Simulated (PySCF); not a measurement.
Compound: Si(SMe)Cl3, CH3Cl3SSi.
Bonds: Si1–S2, Si1–Cl7, Si1–Cl8, Si1–Cl9, S2–C3. Hydrogens: H4, H5, H6 on C3.

Level of theory: PySCF, PBE0-D3(BJ)/def2-SVP geometry optimisation, gas phase.

(1) What internal coordinates does the optimisation give?

Results:

(1) 
```tsv
bond	length (bohr)
Si1–S2	3.974
Si1–Cl7, Si1–Cl9	3.876
Si1–Cl8	3.856
S2–C3	3.450
C3–H4, C3–H5, C3–H6	2.075
```

Bonds in one row agree within 0.02 bohr and their mean is given. A selection of angles:
```tsv
angle	degrees
S2–Si1–Cl7	111.9
S2–Si1–Cl8	107.4
Cl7–Si1–Cl8	109.7
Cl7–Si1–Cl9	106.4
Si1–S2–C3	98.9
S2–C3–H4	110.8
S2–C3–H5	106.1
H4–C3–H5	109.4
```

Torsions: Cl7–Si1–S2–C3 -59° (synclinal).

Si1 (silicon bonded to 3 Cl and S) is tetrahedral (angles from 106.4° to 111.9°). Of the pairs four or more bonds apart, H6···Cl7 is among the closest relative to their van der Waals radii: 3.08 Å, 104 % of the sum of Bondi's values.

No PBE0-D3(BJ)/def2-SVP frequencies stand behind this structure, so it isn't proved a minimum.

Time: 43 s; peak memory 0.49 GiB. Hardware: an Intel Xeon 6975P-C with one thread (shared host). That covers the optimisation of the geometry.
